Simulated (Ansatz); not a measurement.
Total energies of `CC(C)[O][Al]([Cl])[Cl]`.

```xyz
14

C    -0.781   -1.342    0.254
C     0.500   -0.536    0.343
C     1.149   -0.339   -1.012
O     0.258    0.709    0.962
Al   -0.620    2.097    0.702
Cl   -0.503    3.619    2.105
Cl   -1.831    2.372   -0.971
H    -1.232   -1.453    1.242
H    -1.500   -0.849   -0.406
H    -0.584   -2.340   -0.144
H     1.204   -1.067    0.996
H     1.415   -1.300   -1.459
H     2.060    0.256   -0.917
H     0.465    0.174   -1.695
```

Total charge 0; spin multiplicity 1. The geometry is a stationary point of PBE0-D4/def2-TZVP. It is one conformer, not always the lowest. Basis def2-TZVPP, Ansatz 0.2.0.

RPA on PBE orbitals: Hartree–Fock energy of these orbitals -1353.70899 Eh, correlation -1.96746 Eh (frozen core).

```csv
functional,energy without D4 (Eh),D4 term (kJ/mol)
LDA (SPW92),-1351.22376,–
BLYP,-1356.81450,-77.1
r2SCAN,-1356.71048,-9.6
B97M-V,-1356.59299,–
PBE0,-1356.25965,-31.2
B3LYP,-1356.96017,-57.7
r2SCAN0,-1356.68003,-11.3
HSE06 (plane-wave form),-1356.22751,-29.2
BHLYP,-1356.79812,-45.4
CAM-B3LYP,-1356.84767,-32.0
LC-ωPBE,-1356.45383,–
ωB97X-V,-1356.67300,–
ωB97M-V,-1356.76135,–
B2PLYP,-1356.37078,–
```

Problem. Give the same for PBE, revPBE, r2SCANh, PBE-QIDH. (An estimate is asked.)

Solution. The calculation gave: 
| functional | energy without D4 (Eh) | D4 term (kJ/mol) |
| --- | --- | --- |
| PBE | -1356.13814 | -36.1 |
| revPBE | -1356.60690 | -102.7 |
| r2SCANh | -1356.69772 | -10.3 |
| PBE-QIDH | -1355.98630 | – |

B3LYP takes the VWN-RPA correlation (the form of Gaussian; ORCA's B3LYP/G). HSE06 is the plane-wave form, built on full-range PBE exchange. The double hybrids freeze the cores in their second-order part.

LC-ωPBE has ω = 0.4 bohr⁻¹.
